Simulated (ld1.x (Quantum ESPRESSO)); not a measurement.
## Before and after: RRKJ potential for bromine (Br)

Br, norm-conserving RRKJ (Kleinman–Bylander form), made with ld1.x (Quantum ESPRESSO) 7.5 (LDA (PZ), scalar-relativistic). Core [Ar], reference 3d10 4s1.75 4p5.25. Waves: 4p (bound): rc 1.80 bohr; 3d (bound): rc 0.80 bohr; 4s (bound): rc 1.00 bohr. Local part: the s channel. Core correction: none.

Change: core correction a·sin(br)/r model core inside 0.36 bohr.

Cutoffs: the cutoffs (Ry, on a coarse ladder) from which the occupation-weighted sum of valence levels, in a spherical-Bessel basis at the reference potential, stays within 10 and 1 mRy of its value at 400 Ry; they do not see the model core or the augmentation charge, which bear on the density cutoff. Errors are all-electron minus pseudo energies relative to the spin-unpolarised reference configuration.

Q: Predict the effect on cutoff, ghosts and configuration errors.

A: Both files keep a bound ghost (p); of the 9 tests that both files solve, the error grows in 6 and shrinks in 2 by more than 15 % and 0.3 meV (median size 7.4 → 3.6 meV). A model core, the more so a compact one, raises the density cutoff, which this test does not measure.

```csv
quantity,base,changed
"cutoff, loose",over 300 Ry,over 300 Ry
"cutoff, tight",over 300 Ry,over 300 Ry
bound ghosts,p,p
"error for 3d10 4s2 4p5, meV [ΔE -3.09 eV]",-1.0,-1.3
"error for 3d10 4s2 4p4, meV [ΔE 9.62 eV]",-8.1,-9.2
"error for 3d10 4s2 4p3, meV [ΔE 32.57 eV]",-21,-26
"error for 3d10 4s2 4p2, meV [ΔE 66.79 eV]",-13,-30
"error for 3d9 4s2 4p5, meV [ΔE 75.65 eV]",-316,-482
"error for 3d10 4s2 4p4.5, meV [ΔE 2.06 eV]",-3.1,-3.6
"error for 3d10 4s2 4p5.3, meV [ΔE -5.09 eV]",-1.0,-1.3
"error for 3d10 4s1.75 4p5.25 (spin-polarised), meV [ΔE -0.16 eV]",+7.4,+3.0
"error for 3d10 4s2 4p5 (spin-polarised), meV [ΔE -3.24 eV]",+5.4,+2.1
s: phases at 1.94 bohr within 0.05 rad from the reference energy up to (Ry; the scan ends near 5),0.6,0.6
p: phases at 1.94 bohr within 0.05 rad from the reference energy up to (Ry; the scan ends near 5),4.4,4.4
d: phases at 1.94 bohr within 0.05 rad from the reference energy up to (Ry; the scan ends near 5),-0.2,-0.2
```

 A true bound ghost makes a file unfit for plane-wave use even where its test errors are small: the radial tests pick states by their node count and pass the ghost by.
